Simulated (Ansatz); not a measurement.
Start from `[CH3][W](=[O])(=[O])[Cl]` and change one atom or group to get `[O]=[W](=[O])([Cl])[Cl]`.

Ansatz, PBE0-D4/def2-TZVP geometries, multiplicity 1. 

Elements past krypton have def2 core potentials.

```tsv
property	`[CH3][W](=[O])(=[O])[Cl]`
size of the dipole moment (PBE/def2-TZVPP) / D	2.77
size of the dipole moment (ωB97M-V/def2-TZVPP) / D	2.95
LUMO energy (B3LYP/def2-TZVPP) / eV	-3.07
ideal-gas entropy at 298 K and 1 bar (rigid rotor, harmonic PBE0-D4/def2-TZVP) / J/(mol·K)	359
LUMO energy (PBE0/def2-TZVPP) / eV	-2.85
LUMO energy (PBE/def2-TZVPP) / eV	-3.59
```

(1) What does the change do to each property? (An estimate is asked.)

Results:

(1) Ansatz gave: 
```csv
property,`[O]=[W](=[O])([Cl])[Cl]`,shift
size of the dipole moment (PBE/def2-TZVPP) / D,1.82,-0.95
size of the dipole moment (ωB97M-V/def2-TZVPP) / D,1.95,-1.00
LUMO energy (B3LYP/def2-TZVPP) / eV,-3.48,-0.41
"ideal-gas entropy at 298 K and 1 bar (rigid rotor, harmonic PBE0-D4/def2-TZVP) / J/(mol·K)",345,-14
LUMO energy (PBE0/def2-TZVPP) / eV,-3.27,-0.42
LUMO energy (PBE/def2-TZVPP) / eV,-3.94,-0.35
```

The zero-point energy changes by -89.5 kJ/mol with -9 modes. Dipoles are sizes alone; their direction can turn.

B3LYP here is the variant with VWN-RPA as its local correlation; programs differ in this.
